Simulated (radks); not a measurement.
Species: Ca V. Configuration: [Ne] 3s2 3p4. All-electron calculation, Dirac Kohn-Sham, BLYP, spin-unpolarised, spherical densities, finite nucleus; open shells are shared between the two j in proportion to 2j + 1; Fermi nuclear charge, rms radius 3.4776 fm. Program: a radial shooting solver on a logarithmic mesh with Libxc functionals.

Normalised radial functions P(r) = r R(r) (large component), r in bohr:

r,2s1/2,2p3/2,3p3/2
0.006377,0.2914,0.0097,0.0036
0.007132,0.3205,0.0120,0.0045
0.008042,0.3541,0.0151,0.0057
0.008995,0.3878,0.0187,0.0070
0.01014,0.4263,0.0235,0.0088
0.01143,0.4671,0.0295,0.0110
0.01279,0.5069,0.0364,0.0136
0.01442,0.5512,0.0456,0.0170
0.01613,0.5934,0.0560,0.0209
0.01819,0.6388,0.0697,0.0261
0.0205,0.6834,0.0866,0.0324
0.02293,0.7229,0.1057,0.0395
0.02586,0.7615,0.1306,0.0488
0.02892,0.7921,0.1585,0.0591
0.03261,0.8169,0.1943,0.0725
0.03677,0.8305,0.2372,0.0884
0.04113,0.8304,0.2844,0.1059
0.04637,0.8132,0.3438,0.1278
0.05186,0.7781,0.4081,0.1515
0.05848,0.7166,0.4872,0.1805
0.06541,0.6342,0.5710,0.2111
0.07375,0.5165,0.6716,0.2474
0.08315,0.3668,0.7827,0.2870
0.093,0.1981,0.8948,0.3263
0.1049,-0.0120,1.0217,0.3697
0.1173,-0.2317,1.1437,0.4099
0.1322,-0.4857,1.2740,0.4504
0.1491,-0.7492,1.3982,0.4852
0.1668,-0.9926,1.5028,0.5094
0.188,-1.2365,1.5955,0.5224
0.2103,-1.4344,1.6572,0.5186
0.2371,-1.5999,1.6901,0.4933
0.2652,-1.6991,1.6846,0.4463
0.2991,-1.7373,1.6368,0.3682
0.3372,-1.7017,1.5453,0.2601
0.3771,-1.6045,1.4234,0.1331
0.4252,-1.4421,1.2603,-0.0275
0.4756,-1.2502,1.0869,-0.1942
0.5363,-1.0212,0.8905,-0.3818
0.6046,-0.7894,0.6964,-0.5664
0.6763,-0.5884,0.5287,-0.7240
0.7625,-0.4035,0.3728,-0.8640
0.8529,-0.2662,0.2543,-0.9566
0.9616,-0.1580,0.1579,-1.0052
1.084,-0.0859,0.0906,-0.9974
1.213,-0.0445,0.0499,-0.9415
1.367,-0.0199,0.0240,-0.8382
1.529,-0.0084,0.0110,-0.7138
1.724,-0.0029,0.0042,-0.5666
1.929,-0.0010,0.0015,-0.4309
2.175,-0.0002,0.0005,-0.3004
2.452,-0.0001,0.0001,-0.1942
2.743,0.0000,0.0000,-0.1196
3.092,0.0000,0.0000,-0.0647
3.459,0.0000,0.0000,-0.0329
3.9,0.0000,0.0000,-0.0141

2s1/2: eigenvalue -471.96 eV, 1 radial node at r = 0.104 bohr, <r> = 0.364 bohr, 90 % of the charge inside 0.566 bohr. 2p3/2: eigenvalue -391.58 eV, 0 radial nodes, <r> = 0.328 bohr, 90 % of the charge inside 0.540 bohr. 3p3/2: eigenvalue -77.094 eV, 1 radial node at r = 0.417 bohr, <r> = 1.16 bohr, 90 % of the charge inside 1.76 bohr.
